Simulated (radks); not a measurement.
Spherical jellium clusters: N electrons in a uniform positive sphere of charge N and radius rs N^(1/3), rs = 5.08 bohr. Calculated with a radial shooting solver with Libxc functionals: non-relativistic Kohn-Sham, PBE, spin-polarised, spherical densities. Levels are named by radial order and angular momentum (1s, 1p, 1d, 2s, ...), and open shells are averaged over m.

N = 3, configuration 1s2 1p(up 1, down 0). This is the lowest configuration that the search found. Occupied and some empty levels:

| level | occupation | eigenvalue (eV) | <r> (bohr) |
|---|---|---|---|
| 1s up | 1 | -3.1809 | 5.420 |
| 1s down | 1 | -2.9153 | 5.059 |
| 1p up | 1 | -1.9840 | 6.771 |
| 1p down | 0 | -1.5582 | 6.763 |
| 1d up | 0 | -0.66145 | 8.764 |

Energy (eV): total -4.66553, kinetic 3.6652, external -39.007, Hartree 19.151, exchange-correlation -8.5304, background 20.056.

Electron density:

| r (bohr) | n(r) (e/bohr^3) |
|---|---|
| 0.869 | 0.002922 |
| 1.80 | 0.002836 |
| 2.73 | 0.002657 |
| 3.67 | 0.002354 |
| 4.60 | 0.001925 |
| 5.53 | 0.001420 |
| 6.46 | 0.0009249 |
| 7.39 | 0.0005239 |
| 8.33 | 0.0002640 |
| 9.26 | 0.0001251 |
| 10.2 | 0.00005775 |
| 11.1 | 0.00002634 |
| 12.1 | 0.00001182 |
